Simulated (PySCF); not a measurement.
Low-lying terms of Mn⁷⁺ (manganese, charge +7)

Ground state [Ar], ¹S. All numbers are calculated (PySCF 2.14, the spin-free X2C one-electron Hamiltonian (Gaussian nucleus), in x2c-SVPall with two added diffuse shells each of s, d type (7s3p5d1f, 48 functions)). Vertical excitation energies in eV without spin-orbit coupling; excited terms of each kind are numbered among those the solver found. Frozen: [Ne].

```json
{"term": "1 3P°", "leading excitation": "3p → d", "EOM-EE-CCSD": "46.487"}
{"term": "1 3F°", "leading excitation": "3p → d", "EOM-EE-CCSD": "48.599"}
{"term": "1 1D°", "leading excitation": "3p → d", "EOM-EE-CCSD": "51.647"}
{"term": "1 3D°", "leading excitation": "3p → d", "EOM-EE-CCSD": "51.867"}
{"term": "1 1F°", "leading excitation": "3p → d", "EOM-EE-CCSD": "52.229"}
{"term": "1 1P°", "leading excitation": "3p → d", "EOM-EE-CCSD": "67.031"}
{"term": "1 3D", "leading excitation": "3s → d", "EOM-EE-CCSD": "83.575"}
{"term": "1 1D", "leading excitation": "3s → d", "EOM-EE-CCSD": "86.040"}
{"term": "1 3S", "leading excitation": "3p → p", "EOM-EE-CCSD": "133.05"}
{"term": "2 3D", "leading excitation": "3p → p", "EOM-EE-CCSD": "133.60"}
{"term": "2 1D", "leading excitation": "3p → p", "EOM-EE-CCSD": "133.72"}
```

The solver can miss terms.
